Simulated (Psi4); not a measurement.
Interaction energy of C2H2 ··· H3B (SMILES C#C and B). Monomers: optimised at B3LYP-D3(BJ) (def2-TZVP), held rigid. Orientation: lowest of the rigid-body minima from ten starts at GFN2-xTB. R is the distance of the centres of mass, along which the second monomer moves.

Computed with SAPT0/jun-cc-pVDZ, frozen core (Psi4).

Components in kcal/mol:

| R / Å | electrostatics | exchange | induction | dispersion | total |
|---|---|---|---|---|---|
| 3.14 | 9.11 | 26.94 | -11.84 | -6.17 | 18.05 |
| 3.32 | 6.61 | 14.89 | -6.35 | -4.21 | 10.94 |
| 3.46 | 5.31 | 9.28 | -3.88 | -3.13 | 7.56 |
| 3.70 | 3.75 | 4.04 | -1.67 | -1.91 | 4.21 |
| 3.91 | 2.80 | 1.91 | -0.82 | -1.25 | 2.64 |
| 4.09 | 2.19 | 0.99 | -0.45 | -0.89 | 1.84 |
| 4.41 | 1.43 | 0.30 | -0.17 | -0.50 | 1.06 |
| 4.69 | 1.00 | 0.10 | -0.08 | -0.32 | 0.71 |
| 5.22 | 0.54 | 0.01 | -0.02 | -0.15 | 0.38 |
| 5.92 | 0.26 | 0.00 | -0.01 | -0.06 | 0.20 |
| 6.92 | 0.11 | 0.00 | 0.00 | -0.02 | 0.09 |
| 8.19 | 0.05 | 0.00 | 0.00 | -0.01 | 0.04 |
